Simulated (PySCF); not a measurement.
Molecule: C₃H₁₀O₄Si, net charge 0, singlet state. SMILES: CO[Si](O)(OC)OC
Coordinates optimised at B3LYP-D3(BJ)/def2-TZVP (Ansatz):
```xyz
18

Si     0.0769    -0.2965     0.0742
O     -1.1449    -0.6741    -0.9364
C     -2.4608    -0.9743    -0.4957
O     -0.2594     0.9986     1.0065
C     -0.5897     2.2723     0.4742
O      1.3287    -0.0322    -0.9357
C      2.6243     0.3452    -0.4944
O      0.3801    -1.4660     1.1806
H     -2.8840    -0.1509     0.0866
H     -3.0806    -1.1379    -1.3767
H     -2.4757    -1.8774     0.1206
H     -1.4937     2.2250    -0.1396
H     -0.7658     2.9500     1.3090
H      0.2234     2.6705    -0.1392
H      3.2459     0.5038    -1.3751
H      3.0762    -0.4368     0.1220
H      2.5935     1.2704     0.0880
H      0.6058    -2.3354     0.8415
```
Charge 0, spin multiplicity 1.

Dispersion corrections to the total energy (kcal/mol) from the dftd3 and dftd4 libraries through PySCF: D3(BJ) without and D4 with the three-body term, each with the damping fitted for the functional named.

```json
[
 {"functional": "HF", "D3(BJ)": "-63.87", "D4": "-33.05"},
 {"functional": "B2PLYP", "D3(BJ)": "[?]", "D4": "-6.88"},
 {"functional": "BLYP", "D3(BJ)": "-19.08", "D4": "-21.05"},
 {"functional": "TPSSh", "D3(BJ)": "[?]", "D4": "-12.02"},
 {"functional": "PBE0", "D3(BJ)": "-8.08", "D4": "[?]"},
 {"functional": "CAM-B3LYP", "D3(BJ)": "-7.43", "D4": "-8.45"},
 {"functional": "HSE06", "D3(BJ)": "-6.33", "D4": "-7.77"}
]
```

Problem. Complete the blanks.

Solution. 
- B2PLYP, D3(BJ): -7.36
- TPSSh, D3(BJ): -10.76
- PBE0, D4: -8.35
